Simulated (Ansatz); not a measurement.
CH5BrOSn (`[CH3][SnH]([OH])[Br]`) at its PBE0-D4/def2-TZVP geometry, where that method's forces vanish. The species carries charge 0 and has multiplicity 1. Sn: def2 effective core potential.

```xyz
9

C    -0.1109   -0.4363    1.4111
Sn    0.1853    0.5191   -0.4523
O     0.4856   -0.9406   -1.7226
Br   -1.9197    1.6503   -1.1517
H    -0.3408    0.3036    2.1766
H    -0.9436   -1.1307    1.3091
H     0.7913   -0.9835    1.6846
H     1.4176    1.6890   -0.6123
H     0.4351   -0.6710   -2.6426
```

Problem. What forces (eV/Å) does ωB97M-V/def2-TZVPP give on these atoms in Ansatz 0.2.0? (Estimate.)

Solution. The calculation gave: 
```
C1   0.008  0.017 -0.032
Sn2  0.033  0.096  0.041
O3  -0.017  0.039 -0.047
Br4  0.069 -0.045  0.025
H5   0.017 -0.070 -0.049
H6   0.066  0.051  0.020
H7  -0.083  0.041 -0.008
H8  -0.100 -0.093  0.017
H9   0.007 -0.035  0.033
```
